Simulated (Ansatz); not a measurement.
The cluster Au₄. Charge 0, multiplicity 5. Geometry PBE-D4/def2-SVP; atoms count from 1.

Cartesian coordinates in Å:
```
Au -0.2828 1.3419 1.0432
Au 0.9365 0.2606 -1.4256
Au -1.5563 -0.4775 -0.5647
Au 0.9026 -1.1250 0.9470
```

In the def2 sets Au takes a core potential; there is no spin–orbit coupling. At PBE0-D4/def2-TZVP a singlet of charge 0 lies 3.18 eV below the quintet, each at its own geometry. The structure comes from a short search, and lower isomers may exist.

**Question.** Estimate the Mulliken populations from the PBE0/def2-TZVP orbitals of Ansatz.

**Answer.** 
```
atom  charge (e)  spin (α − β)  d electrons
 Au1        0.00          1.00         9.62
 Au2        0.00          1.00         9.63
 Au3        0.00          1.00         9.62
 Au4        0.00          1.00         9.63
```
Mulliken values and Mayer orders depend strongly on the basis.

**Question.** Where does the spin sit?

**Answer.** Summed by element: Au 4.00, of 4 unpaired in all. Largest on single atoms: Au1 1.00, Au3 1.00, Au2 1.00.

**Question.** And the Mayer bond orders between bonded heavy atoms (over 0.3)?

**Answer.** Au1–Au2 0.30 (2.96 Å); Au1–Au3 0.44 (2.74 Å); Au1–Au4 0.44 (2.74 Å); Au2–Au3 0.44 (2.74 Å); Au2–Au4 0.43 (2.75 Å); Au3–Au4 0.30 (2.96 Å).
